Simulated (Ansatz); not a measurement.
```yaml
crystal:
  periodic: [false, false, false]
  atoms:
    - {symbol: Ge, position_ang: [1.075059, 0.988682, -0.064162]}
    - {symbol: Ge, position_ang: [-1.078372, -0.985991, -0.057667]}
    - {symbol: Ge, position_ang: [0.049106, -0.046278, 2.025618]}
    - {symbol: Ge, position_ang: [-1.384487, 1.510321, 0.268498]}
    - {symbol: Ge, position_ang: [1.393656, -1.519772, 0.132131]}
    - {symbol: Sn, position_ang: [-0.054962, 0.053038, -2.304428]}
basis:
  gaussian: {orbitals: def2-TZVPD, initial_orbitals: start.molden}
hamiltonian: {xc: {name: wB97M-V}}
scf: {omitted_lower_state_checks: [starts]}
output: {orbitals: {seedname: orbitals}}
```

The file start.molden holds the orbitals of an earlier run on this structure, at another level or in another basis.

```sh
$ ansatz run in.yaml --threads 4 --pin off --events-out ev --progress --plain --max-ram 4787MiB
```

Task: Does this run fit into the memory that it is given?

Result: No. It has 326 basis functions, and Ansatz plans for 6 GiB where 5 GiB are given.
